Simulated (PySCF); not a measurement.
Isomers of C5H18Si4.

All values: PBE0/pcSseg-1 (PySCF) at PBE0-D3(BJ)/def2-SVP geometries, gas phase, one conformer each.

(1) Rank by the lowest IAO charge on any atom, highest value first.
A. `[CH3:1][CH2:2][C:3]([CH3:4])([CH3:5])[SiH:6]1[SiH2:7][SiH2:8][SiH2:9]1` with C1–C2–C3–C4 -64°, C2–C3–Si6–Si7 -86°, C3–Si6–Si7–Si8 -91°, Si6–Si7–Si8–Si9 -22°, Si7–Si8–Si9–Si6 22°, C3–Si6–Si9–Si8 94°
B. `[CH3:1][Si:2]([SiH3:3])([SiH3:4])[SiH2:5][CH:6]1[CH2:7][CH2:8][CH2:9]1` with C1–Si2–Si5–C6 -63°, Si2–Si5–C6–C7 50°, Si5–C6–C7–C8 -102°, C6–C7–C8–C9 -15°, C7–C8–C9–C6 15°, Si5–C6–C9–C8 102°
C. `[CH2:1]=[CH:2][SiH2:3][Si:4]([SiH3:5])([SiH3:6])[CH2:7][CH2:8][CH3:9]` with C1–C2–Si3–Si4 -105°, C2–Si3–Si4–Si5 -173°, Si3–Si4–C7–C8 -60°, Si4–C7–C8–C9 179°
D. `[SiH3:1][SiH:2]([SiH3:3])[SiH2:4][CH:5]1[CH2:6][CH2:7][CH2:8][CH2:9]1` with Si1–Si2–Si4–C5 -71°, Si2–Si4–C5–C6 56°, Si4–C5–C6–C7 148°, C5–C6–C7–C8 5°, C6–C7–C8–C9 -29°, C7–C8–C9–C5 42°

(2) Rank by LUMO energy, lowest first.
A. `[CH3:1][C@H:2]1[CH2:3][C@H:4]([Si@@H:5]([SiH3:6])[SiH2:7][SiH3:8])[CH2:9]1` with C3–C4–Si5–Si6 -54°, C4–Si5–Si7–Si8 50°, C1–C2–C3–C4 140°, C2–C3–C4–Si5 101°, C3–C4–C9–C2 17°, C1–C2–C9–C4 -140°
B. `[CH2:1]=[CH:2][SiH2:3][Si:4]([SiH3:5])([SiH3:6])[CH2:7][CH2:8][CH3:9]` with C1–C2–Si3–Si4 -105°, C2–Si3–Si4–Si5 -173°, Si3–Si4–C7–C8 -60°, Si4–C7–C8–C9 179°
C. `[CH3:1][CH2:2][C:3]([CH3:4])([CH3:5])[SiH:6]1[SiH2:7][SiH2:8][SiH2:9]1` with C1–C2–C3–C4 -64°, C2–C3–Si6–Si7 -86°, C3–Si6–Si7–Si8 -91°, Si6–Si7–Si8–Si9 -22°, Si7–Si8–Si9–Si6 22°, C3–Si6–Si9–Si8 94°
D. `[SiH3:1][SiH:2]([SiH3:3])[SiH2:4][CH:5]1[CH2:6][CH2:7][CH2:8][CH2:9]1` with Si1–Si2–Si4–C5 -71°, Si2–Si4–C5–C6 56°, Si4–C5–C6–C7 148°, C5–C6–C7–C8 5°, C6–C7–C8–C9 -29°, C7–C8–C9–C5 42°

(3) Rank by the highest IAO charge on any atom, highest value first.
A. `[CH3:1][Si:2]([SiH3:3])([SiH3:4])[SiH2:5][CH:6]1[CH2:7][CH2:8][CH2:9]1` with C1–Si2–Si5–C6 -63°, Si2–Si5–C6–C7 50°, Si5–C6–C7–C8 -102°, C6–C7–C8–C9 -15°, C7–C8–C9–C6 15°, Si5–C6–C9–C8 102°
B. `[CH3:1][CH2:2][C:3]([CH3:4])([CH3:5])[SiH:6]1[SiH2:7][SiH2:8][SiH2:9]1` with C1–C2–C3–C4 -64°, C2–C3–Si6–Si7 -86°, C3–Si6–Si7–Si8 -91°, Si6–Si7–Si8–Si9 -22°, Si7–Si8–Si9–Si6 22°, C3–Si6–Si9–Si8 94°
C. `[CH3:1][C@H:2]1[CH2:3][C@@H:4]([Si@@H:5]([SiH3:6])[SiH2:7][SiH3:8])[CH2:9]1` with C3–C4–Si5–Si6 43°, C4–Si5–Si7–Si8 46°, C1–C2–C3–C4 141°, C2–C3–C4–Si5 -140°, C3–C4–C9–C2 18°, C1–C2–C9–C4 -141°
D. `[SiH3:1][SiH:2]([SiH3:3])[SiH2:4][CH:5]1[CH2:6][CH2:7][CH2:8][CH2:9]1` with Si1–Si2–Si4–C5 -71°, Si2–Si4–C5–C6 56°, Si4–C5–C6–C7 148°, C5–C6–C7–C8 5°, C6–C7–C8–C9 -29°, C7–C8–C9–C5 42°

Answers

(1) D (-0.369 e), A (-0.406 e), C (-0.492 e), B (-0.666 e).

(2) C (-1.03 eV), B (-0.75 eV), A (-0.37 eV), D (-0.22 eV).

(3) D (+0.470 e), A (+0.452 e), C (+0.324 e), B (+0.308 e).

All values together:

```tsv
SMILES	μ (D)	HOMO (eV)	LUMO (eV)	lowest IAO charge (e)	highest IAO charge (e)	lowest Hirshfeld charge (e)	highest Hirshfeld charge (e)
CCC(C)(C)[SiH]1[SiH2][SiH2][SiH2]1	1.39	-7.28	-1.03	-0.406 (C)	+0.308 (Si)	-0.117 (C)	+0.175 (Si)
C=C[SiH2][Si]([SiH3])([SiH3])CCC	1.46	-7.31	-0.75	-0.492 (C)	+0.458 (Si)	-0.150 (C)	+0.230 (Si)
C[C@H]1C[C@H]([Si@@H]([SiH3])[SiH2][SiH3])C1	1.21	-7.52	-0.37	-0.411 (C)	+0.326 (Si)	-0.116 (C)	+0.208 (Si)
C[Si]([SiH3])([SiH3])[SiH2]C1CCC1	1.75	-7.48	-0.30	-0.666 (C)	+0.452 (Si)	-0.204 (C)	+0.230 (Si)
[SiH3][SiH]([SiH3])[SiH2]C1CCCC1	1.13	-7.75	-0.22	-0.369 (C)	+0.470 (Si)	-0.109 (C)	+0.237 (Si)
C[C@H]1C[C@@H]([Si@@H]([SiH3])[SiH2][SiH3])C1	1.22	-7.52	-0.38	-0.414 (C)	+0.324 (Si)	-0.117 (C)	+0.207 (Si)
```

Conformers: `[CH3:1][CH2:2][C:3]([CH3:4])([CH3:5])[SiH:6]1[SiH2:7][SiH2:8][SiH2:9]1` with C1–C2–C3–C4 -64°, C2–C3–Si6–Si7 -86°, C3–Si6–Si7–Si8 -91°, Si6–Si7–Si8–Si9 -22°, Si7–Si8–Si9–Si6 22°, C3–Si6–Si9–Si8 94°; `[CH2:1]=[CH:2][SiH2:3][Si:4]([SiH3:5])([SiH3:6])[CH2:7][CH2:8][CH3:9]` with C1–C2–Si3–Si4 -105°, C2–Si3–Si4–Si5 -173°, Si3–Si4–C7–C8 -60°, Si4–C7–C8–C9 179°; `[CH3:1][C@H:2]1[CH2:3][C@H:4]([Si@@H:5]([SiH3:6])[SiH2:7][SiH3:8])[CH2:9]1` with C3–C4–Si5–Si6 -54°, C4–Si5–Si7–Si8 50°, C1–C2–C3–C4 140°, C2–C3–C4–Si5 101°, C3–C4–C9–C2 17°, C1–C2–C9–C4 -140°; `[CH3:1][Si:2]([SiH3:3])([SiH3:4])[SiH2:5][CH:6]1[CH2:7][CH2:8][CH2:9]1` with C1–Si2–Si5–C6 -63°, Si2–Si5–C6–C7 50°, Si5–C6–C7–C8 -102°, C6–C7–C8–C9 -15°, C7–C8–C9–C6 15°, Si5–C6–C9–C8 102°; `[SiH3:1][SiH:2]([SiH3:3])[SiH2:4][CH:5]1[CH2:6][CH2:7][CH2:8][CH2:9]1` with Si1–Si2–Si4–C5 -71°, Si2–Si4–C5–C6 56°, Si4–C5–C6–C7 148°, C5–C6–C7–C8 5°, C6–C7–C8–C9 -29°, C7–C8–C9–C5 42°; `[CH3:1][C@H:2]1[CH2:3][C@@H:4]([Si@@H:5]([SiH3:6])[SiH2:7][SiH3:8])[CH2:9]1` with C3–C4–Si5–Si6 43°, C4–Si5–Si7–Si8 46°, C1–C2–C3–C4 141°, C2–C3–C4–Si5 -140°, C3–C4–C9–C2 18°, C1–C2–C9–C4 -141°.
